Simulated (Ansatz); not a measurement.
F$_{3}$Sn, doublet, at a GFN2-xTB geometry (such geometries of metal compounds can be far from the true shape) (the spin is typed, not shown lowest) (core potentials on Sn); WB97X/def2-SVPD (Ansatz, a first-principles code).

Here is a job for Ansatz.
Ansatz 0.2 input:
```yaml
crystal:
  periodic: [false, false, false]
  atoms:
    - {symbol: Sn, position_ang: [-0.02532466, 0.04533796, 0.10871975]}
    - {symbol: F, position_ang: [-1.77259530, -1.24148966, -0.14244721]}
    - {symbol: F, position_ang: [0.03289875, 1.90593521, -1.03441314]}
    - {symbol: F, position_ang: [1.88038911, -0.91632313, 0.57286175]}
basis:
  gaussian:
    orbitals: def2-SVPD
hamiltonian:
  xc: {name: wB97X}
magnetization: {spin_polarized: true, initial_magnetization: 1}
accuracy: high
```

Output, abridged:

```
Functional definition: wB97X
2113 factors; integrals over basis functions are off by at most 2.5e-9 eV
479 factors; integrals over basis functions are off by at most 1.9e-9 eV
mean field evaluation 1: about -13967.9917 eV, gradient 4.4e1 eV
mean field evaluation 2: about -13958.1267 eV, gradient 7.5e1 eV
mean field evaluation 4: about -13975.6134 eV, gradient 8.2e-1 eV
mean field evaluation 8: about -13975.6554 eV, gradient 2.6e-2 eV
mean field evaluation 16: about -13975.6554 eV, gradient 1.7e-4 eV
mean field evaluation 32: about -13975.6554 eV, gradient 6.8e-8 eV
mean field -13975.65539909 eV, -513.5958628770 hartree, gradient 6.8e-8 eV, S^2 0.771214; 0 other end points of the search recorded, 0 dependent functions left out
reference -13975.65539619 eV, -513.5958627707 hartree; 25, 24 occupied and 76, 77 virtual orbitals, 2113 factors
Total energy: -13975.65539619 eV, -513.5958627707 hartree
```
